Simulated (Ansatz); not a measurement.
Two isomers of Cl2H6N2Si2: A = `N[SiH2][Si](N)(Cl)Cl`, B = `N[Si@@H](Cl)[Si@@H](N)Cl`.

Program: Ansatz. Geometries: PBE0-D4/def2-TZVP. ΔE: electronic, gas phase. CCSD(T)/CBS adds triple-zeta CCSD(T) − MP2 to the extrapolated MP2 energy (def2 sets, frozen cores). Functionals use def2-TZVPP. B3LYP here is the variant with VWN-RPA as its local correlation; programs differ in this. One conformer a species, not always the lowest.

A:

Z-matrix (Å, degrees):
```
Si
Si 1 2.332
N 1 1.725 2 104.5
H 1 1.493 2 108.5 3 125.3
H 1 1.486 2 111.4 3 -116.0
Cl 2 2.082 1 105.2 3 -57.3
N 2 1.696 1 111.6 3 66.2
Cl 2 2.053 1 114.0 3 -172.6
H 3 1.009 1 118.5 2 56.3
H 3 1.008 1 119.6 2 -163.4
H 7 1.008 2 119.0 1 -43.4
H 7 1.008 2 121.3 1 169.2
```

B:

```xyz
12

N    -0.632   -0.864    2.055
Si   -0.938   -0.644    0.399
Cl   -2.331    0.845   -0.063
Si    1.034    0.091   -0.613
N     0.620    0.933   -2.028
Cl    1.968    1.235    0.868
H    -0.036   -0.214    2.544
H    -1.301   -1.300    2.668
H    -1.533   -1.890   -0.138
H     2.028   -0.951   -0.961
H    -0.193    1.529   -2.034
H     1.313    1.230   -2.695
```

Problem. Which isomer does CCSD(T)/CBS put lower? Give the gap. (Best estimate.)

Solution. The calculation gave: B, by 15.4 kJ/mol.

Problem. Give E(B) − E(A) in kJ/mol with HF/def2-TZVPP, B3LYP-D4, CCSD/def2-TZVPP, B3LYP, PBE0-D4, CCSD(T)/def2-TZVPP, MP2/def2-TZVPP. (Estimate.)

Solution. Computed: HF/def2-TZVPP -14.1, B3LYP-D4 -15.6, CCSD/def2-TZVPP -14.0, B3LYP -15.8, PBE0-D4 -15.3, CCSD(T)/def2-TZVPP -14.1, MP2/def2-TZVPP -13.8. None reverses the order clearly.

Largest T1 diagnostic: 0.010.
